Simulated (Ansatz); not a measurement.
Ansatz (a program for electronic structure) input (B3LYP-D3(BJ)/def2-TZVP):

Ansatz 0.2 input:
```yaml
crystal:
  periodic: [false, false, false]
  atoms:
    - {symbol: O, position_ang: [-1.08396401, -0.68875918, -0.14388065]}
    - {symbol: C, position_ang: [-0.05368150, 0.01001548, 0.00447233]}
    - {symbol: O, position_ang: [-0.24401730, 1.19658453, 0.32287183]}
    - {symbol: O, position_ang: [1.14037887, -0.53279095, -0.17912323]}
    - {symbol: H, position_ang: [1.82290855, 0.13963195, -0.02577764]}
basis:
  gaussian:
    orbitals: def2-TZVP
hamiltonian:
  xc: b3lyp
  dispersion: d3bj
magnetization: {spin_polarized: true, initial_magnetization: 1}
phonons: {temperatures: {t_min: 298.15, t_max: 298.15, t_step: 100}}
```

Output:

```
Functional definition: B3LYP
integrals: 0.03 GiB planned
677 factors; their error is unknown
mean field: 0.48 GiB planned
mean field evaluation 1: about -7191.3562 eV, gradient 3.9e1 eV
mean field evaluation 2: about -7187.4418 eV, gradient 5.3e1 eV
mean field evaluation 4: about -7195.8187 eV, gradient 7.2e0 eV
mean field evaluation 8: about -7195.9971 eV, gradient 1.6e-1 eV
mean field evaluation 16: about -7196.0112 eV, gradient 1.8e-3 eV
mean field -7196.01118706 eV, -264.4485334929 hartree, gradient 2.2e-5 eV, S^2 0.757320; 1 other end points of the search recorded, 0 dependent functions left out
the calculation of the forces begins
reference -7196.01136557 eV, -264.4485400529 hartree; 16, 15 occupied and 114, 115 virtual orbitals, 677 factors
these checks for a lower state are left out or cut short: stability, starts, cluster_reference, orbital_swaps, neighbouring_geometries, increment
integrals: 0.03 GiB planned
677 factors; their error is unknown
mean field: 0.48 GiB planned
mean field evaluation 32: about -7195.9969 eV, gradient 2.9e-1 eV
mean field -7196.01111934 eV, -264.4485310041 hartree, gradient 2.7e-6 eV, S^2 0.757308; 0 other end points of the search recorded, 0 dependent functions left out
the calculation of the forces begins
reference -7196.01129783 eV, -264.4485375635 hartree; 16, 15 occupied and 114, 115 virtual orbitals, 677 factors
these checks for a lower state are left out or cut short: stability, starts, cluster_reference, orbital_swaps, neighbouring_geometries, increment
integrals: 0.03 GiB planned
677 factors; their error is unknown
mean field: 0.48 GiB planned
mean field -7196.01113030 eV, -264.4485314071 hartree, gradient 1.0e-6 eV, S^2 0.757331; 0 other end points of the search recorded, 0 dependent functions left out
the calculation of the forces begins
reference -7196.01130883 eV, -264.4485379677 hartree; 16, 15 occupied and 114, 115 virtual orbitals, 677 factors
these checks for a lower state are left out or cut short: stability, starts, cluster_reference, orbital_swaps, neighbouring_geometries, increment
integrals: 0.03 GiB planned
677 factors; their error is unknown
mean field: 0.48 GiB planned
mean field -7196.01111218 eV, -264.4485307412 hartree, gradient 2.9e-6 eV, S^2 0.757318; 0 other end points of the search recorded, 0 dependent functions left out
the calculation of the forces begins
reference -7196.01129067 eV, -264.4485373003 hartree; 16, 15 occupied and 114, 115 virtual orbitals, 677 factors
these checks for a lower state are left out or cut short: stability, starts, cluster_reference, orbital_swaps, neighbouring_geometries, increment
integrals: 0.03 GiB planned
677 factors; their error is unknown
mean field: 0.48 GiB planned
mean field -7196.01113298 eV, -264.4485315056 hartree, gradient 2.3e-6 eV, S^2 0.757321; 0 other end points of the search recorded, 0 dependent functions left out
the calculation of the forces begins
reference -7196.01131151 eV, -264.4485380665 hartree; 16, 15 occupied and 114, 115 virtual orbitals, 677 factors
these checks for a lower state are left out or cut short: stability, starts, cluster_reference, orbital_swaps, neighbouring_geometries, increment
integrals: 0.03 GiB planned
677 factors; their error is unknown
mean field: 0.48 GiB planned
mean field evaluation 64: about -7196.0109 eV, gradient 2.7e-1 eV
mean field -7196.01103496 eV, -264.4485279032 hartree, gradient 1.0e-6 eV, S^2 0.757294; 0 other end points of the search recorded, 0 dependent functions left out
the calculation of the forces begins
reference -7196.01121349 eV, -264.4485344642 hartree; 16, 15 occupied and 114, 115 virtual orbitals, 677 factors
these checks for a lower state are left out or cut short: stability, starts, cluster_reference, orbital_swaps, neighbouring_geometries, increment
integrals: 0.03 GiB planned
677 factors; their error is unknown
mean field: 0.48 GiB planned
mean field -7196.01103581 eV, -264.4485279344 hartree, gradient 2.9e-6 eV, S^2 0.757343; 0 other end points of the search recorded, 0 dependent functions left out
the calculation of the forces begins
reference -7196.01121429 eV, -264.4485344934 hartree; 16, 15 occupied and 114, 115 virtual orbitals, 677 factors
these checks for a lower state are left out or cut short: stability, starts, cluster_reference, orbital_swaps, neighbouring_geometries, increment
integrals: 0.03 GiB planned
677 factors; their error is unknown
mean field: 0.48 GiB planned
mean field -7196.01104395 eV, -264.4485282336 hartree, gradient 2.5e-6 eV, S^2 0.757312; 0 other end points of the search recorded, 0 dependent functions left out
the calculation of the forces begins
reference -7196.01122247 eV, -264.4485347940 hartree; 16, 15 occupied and 114, 115 virtual orbitals, 677 factors
these checks for a lower state are left out or cut short: stability, starts, cluster_reference, orbital_swaps, neighbouring_geometries, increment
integrals: 0.03 GiB planned
677 factors; their error is unknown
mean field: 0.48 GiB planned
mean field -7196.01104491 eV, -264.4485282690 hartree, gradient 2.0e-6 eV, S^2 0.757327; 0 other end points of the search recorded, 0 dependent functions left out
the calculation of the forces begins
reference -7196.01122341 eV, -264.4485348287 hartree; 16, 15 occupied and 114, 115 virtual orbitals, 677 factors
these checks for a lower state are left out or cut short: stability, starts, cluster_reference, orbital_swaps, neighbouring_geometries, increment
integrals: 0.03 GiB planned
677 factors; their error is unknown
mean field: 0.48 GiB planned
mean field evaluation 96: about -7196.0110 eV, gradient 4.1e-3 eV
mean field -7196.01102339 eV, -264.4485274783 hartree, gradient 2.7e-6 eV, S^2 0.757356; 0 other end points of the search recorded, 0 dependent functions left out
the calculation of the forces begins
reference -7196.01120193 eV, -264.4485340395 hartree; 16, 15 occupied and 114, 115 virtual orbitals, 677 factors
these checks for a lower state are left out or cut short: stability, starts, cluster_reference, orbital_swaps, neighbouring_geometries, increment
integrals: 0.03 GiB planned
677 factors; their error is unknown
mean field: 0.48 GiB planned
mean field -7196.01100384 eV, -264.4485267598 hartree, gradient 1.0e-6 eV, S^2 0.757284; 0 other end points of the search recorded, 0 dependent functions left out
the calculation of the forces begins
reference -7196.01118232 eV, -264.4485333187 hartree; 16, 15 occupied and 114, 115 virtual orbitals, 677 factors
these checks for a lower state are left out or cut short: stability, starts, cluster_reference, orbital_swaps, neighbouring_geometries, increment
integrals: 0.03 GiB planned
677 factors; their error is unknown
mean field: 0.48 GiB planned
mean field -7196.01116424 eV, -264.4485326544 hartree, gradient 1.8e-6 eV, S^2 0.757324; 0 other end points of the search recorded, 0 dependent functions left out
the calculation of the forces begins
reference -7196.01134274 eV, -264.4485392140 hartree; 16, 15 occupied and 114, 115 virtual orbitals, 677 factors
these checks for a lower state are left out or cut short: stability, starts, cluster_reference, orbital_swaps, neighbouring_geometries, increment
integrals: 0.03 GiB planned
677 factors; their error is unknown
mean field: 0.48 GiB planned
mean field -7196.01117305 eV, -264.4485329781 hartree, gradient 1.9e-6 eV, S^2 0.757316; 0 other end points of the search recorded, 0 dependent functions left out
the calculation of the forces begins
reference -7196.01135157 eV, -264.4485395385 hartree; 16, 15 occupied and 114, 115 virtual orbitals, 677 factors
these checks for a lower state are left out or cut short: stability, starts, cluster_reference, orbital_swaps, neighbouring_geometries, increment
integrals: 0.03 GiB planned
677 factors; their error is unknown
mean field: 0.48 GiB planned
mean field evaluation 128: about -7196.0110 eV, gradient 2.9e-6 eV
mean field -7196.01104806 eV, -264.4485283847 hartree, gradient 2.9e-6 eV, S^2 0.757317; 0 other end points of the search recorded, 0 dependent functions left out
the calculation of the forces begins
reference -7196.01122644 eV, -264.4485349402 hartree; 16, 15 occupied and 114, 115 virtual orbitals, 677 factors
these checks for a lower state are left out or cut short: stability, starts, cluster_reference, orbital_swaps, neighbouring_geometries, increment
integrals: 0.03 GiB planned
677 factors; their error is unknown
mean field: 0.48 GiB planned
mean field -7196.01105701 eV, -264.4485287138 hartree, gradient 1.0e-6 eV, S^2 0.757323; 0 other end points of the search recorded, 0 dependent functions left out
the calculation of the forces begins
reference -7196.01123564 eV, -264.4485352783 hartree; 16, 15 occupied and 114, 115 virtual orbitals, 677 factors
these checks for a lower state are left out or cut short: stability, starts, cluster_reference, orbital_swaps, neighbouring_geometries, increment
integrals: 0.03 GiB planned
677 factors; their error is unknown
mean field: 0.48 GiB planned
mean field -7196.01109355 eV, -264.4485300563 hartree, gradient 2.1e-6 eV, S^2 0.757322; 0 other end points of the search recorded, 0 dependent functions left out
the calculation of the forces begins
reference -7196.01127204 eV, -264.4485366160 hartree; 16, 15 occupied and 114, 115 virtual orbitals, 677 factors
these checks for a lower state are left out or cut short: stability, starts, cluster_reference, orbital_swaps, neighbouring_geometries, increment
integrals: 0.03 GiB planned
677 factors; their error is unknown
mean field: 0.48 GiB planned
mean field -7196.01108244 eV, -264.4485296484 hartree, gradient 2.0e-6 eV, S^2 0.757317; 0 other end points of the search recorded, 0 dependent functions left out
the calculation of the forces begins
reference -7196.01126096 eV, -264.4485362087 hartree; 16, 15 occupied and 114, 115 virtual orbitals, 677 factors
these checks for a lower state are left out or cut short: stability, starts, cluster_reference, orbital_swaps, neighbouring_geometries, increment
integrals: 0.03 GiB planned
677 factors; their error is unknown
mean field: 0.48 GiB planned
mean field -7196.01110850 eV, -264.4485306060 hartree, gradient 3.0e-6 eV, S^2 0.757323; 0 other end points of the search recorded, 0 dependent functions left out
the calculation of the forces begins
reference -7196.01128709 eV, -264.4485371690 hartree; 16, 15 occupied and 114, 115 virtual orbitals, 677 factors
these checks for a lower state are left out or cut short: stability, starts, cluster_reference, orbital_swaps, neighbouring_geometries, increment
integrals: 0.03 GiB planned
677 factors; their error is unknown
mean field: 0.48 GiB planned
mean field evaluation 160: about -7195.9970 eV, gradient 2.8e-1 eV
mean field -7196.01110684 eV, -264.4485305449 hartree, gradient 3.0e-6 eV, S^2 0.757317; 0 other end points of the search recorded, 0 dependent functions left out
the calculation of the forces begins
reference -7196.01128527 eV, -264.4485371020 hartree; 16, 15 occupied and 114, 115 virtual orbitals, 677 factors
these checks for a lower state are left out or cut short: stability, starts, cluster_reference, orbital_swaps, neighbouring_geometries, increment
integrals: 0.03 GiB planned
677 factors; their error is unknown
mean field: 0.48 GiB planned
mean field -7196.01115169 eV, -264.4485321930 hartree, gradient 3.0e-6 eV, S^2 0.757322; 0 other end points of the search recorded, 0 dependent functions left out
the calculation of the forces begins
reference -7196.01133023 eV, -264.4485387543 hartree; 16, 15 occupied and 114, 115 virtual orbitals, 677 factors
these checks for a lower state are left out or cut short: stability, starts, cluster_reference, orbital_swaps, neighbouring_geometries, increment
integrals: 0.03 GiB planned
677 factors; their error is unknown
mean field: 0.48 GiB planned
mean field -7196.01113245 eV, -264.4485314861 hartree, gradient 1.1e-6 eV, S^2 0.757317; 0 other end points of the search recorded, 0 dependent functions left out
the calculation of the forces begins
reference -7196.01131093 eV, -264.4485380449 hartree; 16, 15 occupied and 114, 115 virtual orbitals, 677 factors
Total energy: -7196.11338705 eV, -264.4522892731 hartree
Atom 0 at    -1.083964    -0.688759    -0.143881 Å, force     0.000098     0.000112     0.000026 eV/Å
Atom 1 at    -0.053681     0.010015     0.004472 Å, force     0.000080     0.000130     0.000031 eV/Å
Atom 2 at    -0.244017     1.196585     0.322872 Å, force    -0.000014    -0.000202    -0.000053 eV/Å
Atom 3 at     1.140379    -0.532791    -0.179123 Å, force    -0.000309    -0.000370    -0.000087 eV/Å
Atom 4 at     1.822909     0.139632    -0.025778 Å, force     0.000145     0.000330     0.000082 eV/Å
Dipole moment:     0.588451     0.059862    -0.004434 e Å
Vibrations: 474.31 512.92 555.29 760.29 1032.96 1146.98 1269.50 1572.76 3733.75 cm⁻¹, zero-point energy 0.685556 eV
```

It need not be the lowest isomer of its formula.
